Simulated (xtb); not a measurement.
xtb input (GFN1-xTB):

```bash
xtb mol.xyz --gfn 1 --opt tight --chrg 0 --uhf 0
```
mol.xyz:
```
4

Ge    -0.08477720    -0.07437620    -0.00531560
O     -1.30740316    -1.14700261    -0.08197526
F     -0.02643976     1.54895718    -0.55155935
F      1.49000595    -0.26495060     0.64332616
```

Output:

```
           -------------------------------------------------
          |                Calculation Setup                |
           -------------------------------------------------

           -------------------------------------------------
          |                 G F N 1 - x T B                 |
           -------------------------------------------------

        Reference                      10.1021/acs.jctc.7b00118
      * Hamiltonian:
        H0-scaling (s, p, d)           1.850000    2.250000    2.000000
        zeta-weighting                 0.000000
      * Dispersion:
        s8                             2.400000
        a1                             0.630000
        a2                             5.000000
        s9                             0.000000
      * Repulsion:
        kExp                           1.500000
        rExp                           1.000000
      * Coulomb:
        alpha                          2.000000
        third order                    atomic
        anisotropic                    false
      * Halogen bond correction:
        rad-scale                      1.300000
        damping                        0.440000

          ...................................................
          :                      SETUP                      :
          :.................................................:
          :  # basis functions                  22          :
          :  # atomic orbitals                  21          :
          :  # shells                            9          :
          :  # electrons                        24          :
          :  # halogen bonds                     0          :
          :  max. iterations                   250          :
          :  Hamiltonian                  GFN1-xTB          :
          :  restarted?                      false          :
          :  GBSA solvation                  false          :
          :  PC potential                    false          :
          :  electronic temp.          300.0000000     K    :
          :  accuracy                    1.0000000          :
          :  -> integral cutoff          0.2500000E+02      :
          :  -> integral neglect         0.1000000E-07      :
          :  -> SCF convergence          0.1000000E-05 Eh   :
          :  -> wf. convergence          0.2000000E-04 e    :
          :  Broyden damping             0.4000000          :
          :  net charge                          0          :
          :  unpaired electrons                  0          :
          ...................................................

 iter      E             dE          RMSdq      gap      omega  full diag
   1    -16.5856908 -0.165857E+02  0.671E+00    5.41       0.0  T
   2    -16.4468974  0.138793E+00  0.562E+00    6.73       1.0  T
   3    -16.4459617  0.935738E-03  0.439E+00    4.89       1.0  T
   4    -16.6534175 -0.207456E+00  0.147E+00    6.24       1.0  T
   5    -16.6681459 -0.147284E-01  0.309E-01    5.91       1.0  T
   6    -16.6686398 -0.493859E-03  0.961E-02    5.87       1.0  T
   7    -16.6686288  0.109474E-04  0.520E-02    5.88       1.0  T
[...]
 printout                       ...        0 min,  0.000 sec (  2.676%)

         :::::::::::::::::::::::::::::::::::::::::::::::::::::
         ::                     SUMMARY                     ::
         :::::::::::::::::::::::::::::::::::::::::::::::::::::
         :: total energy             -16.645612347835 Eh    ::
         :: gradient norm              0.000249383617 Eh/a0 ::
         :: HOMO-LUMO gap              6.402985085360 eV    ::
         ::.................................................::
         :: SCC energy               -16.680735590876 Eh    ::
         :: -> electrostatic           0.077635050541 Eh    ::
         :: repulsion energy           0.035805150539 Eh    ::
         :: dispersion energy         -0.000681907498 Eh    ::
         :: halogen bond corr.         0.000000000000 Eh    ::
         :: add. restraining           0.000000000000 Eh    ::
         :: total charge               0.000000000000 e     ::
         :::::::::::::::::::::::::::::::::::::::::::::::::::::

           -------------------------------------------------
          |                Property Printout                |
           -------------------------------------------------

    * Orbital Energies and Occupations

         #    Occupation            Energy/Eh            Energy/eV
      -------------------------------------------------------------
         1        2.0000           -0.8743811             -23.7931
         2        2.0000           -0.8636273             -23.5005
         3        2.0000           -0.7723481             -21.0167
         4        2.0000           -0.6620072             -18.0141
         5        2.0000           -0.5941585             -16.1679
         6        2.0000           -0.5929009             -16.1337
         7        2.0000           -0.5866992             -15.9649
         8        2.0000           -0.5749601             -15.6455
         9        2.0000           -0.5650429             -15.3756
        10        2.0000           -0.5561683             -15.1341
        11        2.0000           -0.5497011             -14.9581
        12        2.0000           -0.5359015             -14.5826 (HOMO)
        13                         -0.3005961              -8.1796 (LUMO)
        14                         -0.2994618              -8.1488
        15                         -0.2499349              -6.8011
        16                         -0.2190979              -5.9620
        17                         -0.2151906              -5.8556
        18                         -0.1657159              -4.5094
        19                         -0.1605827              -4.3697
        20                         -0.0309998              -0.8435
        21                          0.2657248               7.2307
      -------------------------------------------------------------
                  HL-Gap            0.2353054 Eh            6.4030 eV
             Fermi-level           -0.4182488 Eh          -11.3811 eV

  Mulliken/CM5 charges         n(s)   n(p)   n(d)
     1Ge    0.84763  0.91244   1.155  1.246  0.752
     2O    -0.41452 -0.45987   1.719  4.695  0.000
     3F    -0.21656 -0.22629   1.820  5.397  0.000
     4F    -0.21656 -0.22629   1.820  5.397  0.000

Wiberg/Mayer (AO) data.
largest (>0.10) Wiberg bond orders for each atom

 ---------------------------------------------------------------------------
     #   Z sym  total        # sym  WBO       # sym  WBO       # sym  WBO
 ---------------------------------------------------------------------------
     1  32 Ge   4.247 --     2 O    2.022     4 F    1.113     3 F    1.113
     2   8 O    2.259 --     1 Ge   2.022     4 F    0.118     3 F    0.118
     3   9 F    1.308 --     1 Ge   1.113     2 O    0.118
     4   9 F    1.308 --     1 Ge   1.113     2 O    0.118
Note: The following floating-point exceptions are signalling: IEEE_DENORMAL
normal termination of xtb
 ---------------------------------------------------------------------------

Topologies differ in total number of bonds
Writing topology from bond orders to xtbtopo.mol

 dipole moment from electron density (au)
     X       Y       Z
   0.8244   0.7233   0.0517  total (Debye):    2.791

           -------------------------------------------------
          |                Geometry Summary                 |
           -------------------------------------------------

      molecular mass/u    :      126.6237614
   center of mass at/Å    :        0.0131656       0.0115515       0.0008272
  moments of inertia/u·Å² :        0.6624022E+02   0.7876958E+02   0.1450098E+03
rotational constants/cm⁻¹ :        0.2544924E+00   0.2140120E+00   0.1162517E+00

 * 3 selected distances

     #   Z          #   Z                                           value/Å
     1  32 Ge       2   8 O                                       1.5958565 (min)
     1  32 Ge       3   9 F                                       1.6673219 (max)
     1  32 Ge       4   9 F                                       1.6673219

 * 2 distinct bonds (by element types)

   Z      Z             #   av. dist./Å        max./Å        min./Å
   8 O   32 Ge          1     1.5958565     1.5958565     1.5958565
   9 F   32 Ge          2     1.6673219     1.6673219     1.6673219

optimized geometry written to: xtbopt.xyz

           -------------------------------------------------
          | TOTAL ENERGY              -16.645612347835 Eh   |
          | GRADIENT NORM               0.000249383617 Eh/α |
          | HOMO-LUMO GAP               6.402985085360 eV   |
           -------------------------------------------------

------------------------------------------------------------------------
------------------------------------------------------------------------
 total:
 SCF:
 ANC optimizer:
```
